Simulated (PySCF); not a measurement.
# One molecule, several mistakes: BCGeH7O

All numbers below are calculated, not measured. They come from PySCF 2.14.0, an open-source quantum chemistry program, on an isolated molecule that a program drew, which may never have been made. The molecule is BCGeH7O (charge 0, singlet), drawn as the SMILES string `[BH2][GeH]([CH3])[OH]`.

Each row is a Hartree-Fock (HF) and frozen-core CCSD(T) single point in the cc-pVDZ basis, meant for a local HF minimum. Run 1 is clean. Each other run has one planted mistake out of seven kinds, and not every kind appears here: one electron removed, one electron added, multiplicity raised by two, geometry at a saddle point, minimal basis STO-3G, one bond length entered in bohr, all coordinates scaled. The reference is restricted for singlets and unrestricted otherwise, and also for a bond in bohr. Adding or removing an electron swaps singlet and doublet. Electrons count all cores. HOMO and LUMO are orbital energies over both spins, the gradient is its largest component, and the lowest frequency (negative if imaginary) is given only where the gradient is small. Bond lengths are over the 10 bonds as drawn. T1 is the CCSD diagnostic: over 0.02 (restricted) or 0.045 (unrestricted) a single reference is doubtful. Germanium has the cc-pVDZ-PP basis, with a core potential (ECP10MDF) in place of its 10 inner electrons, and its 3s, 3p and 3d shells are frozen in CCSD(T).

Geometry of the clean run:
```xyz
11
BCGeH7O, angstrom
B    -0.2915   -3.0040   -0.2380
Ge   -0.7959   -1.0490    0.2520
C    -0.2989    0.2581   -1.1252
O    -2.5755   -1.0043    0.4791
H     0.8534   -3.2893   -0.4565
H    -1.1190   -3.8656   -0.3097
H    -0.1393   -0.6244    1.5829
H    -0.7616    0.0056   -2.0814
H    -0.6250    1.2600   -0.8371
H     0.7860    0.2744   -1.2551
H    -2.9194   -0.1757    0.7790
```

| run | electrons | basis functions | <S^2> | HOMO (eV) | LUMO (eV) | gradient (hartree/bohr) | lowest frequency (cm^-1) | mean bond (Å) | longest bond (Å) | T1 | HF (hartree) | CCSD(T) (hartree) | mistake |
|---|---|---|---|---|---|---|---|---|---|---|---|---|---|
| 1 | 58 | 100 | 0.000 | -10.76 | 1.39 | 3.2e-05 | 70 | 1.3998 | 2.078 | 0.0112 | -434.86277 | -435.44166 | no fault |
| 2 | 58 | 100 | 0.666 | -9.48 | 0.95 | 1.7e-02 | - | 1.5063 | 2.262 | 0.0560 | -434.74226 | -435.32196 | one bond length entered in bohr |
| 3 | 57 | 100 | 0.786 | -16.51 | -8.39 | 7.0e-02 | - | 1.3998 | 2.078 | 0.0637 | -434.51095 | -435.07594 | one electron removed |
| 4 | 58 | 100 | 2.014 | -7.52 | -1.53 | 6.2e-02 | - | 1.3998 | 2.078 | 0.0159 | -434.74194 | -435.31568 | ? |

**Which mistake was planted in run 4, and what did it cost?**

Electrons, basis and geometry are unchanged, and <S^2> is 2.014, beside S(S+1) = 2.00 for a multiplicity of 3. So the mistake is: multiplicity raised by two. Subtracting run 1 and multiplying by 627.51 kcal/mol a hartree, the energy moved by 75.8 kcal/mol in HF and 79.1 kcal/mol in CCSD(T).

Cautions from the logs. Run 2: T1 is over the limit, so its CCSD(T) energy is less reliable; run 3: T1 is over the limit, so its CCSD(T) energy is less reliable.
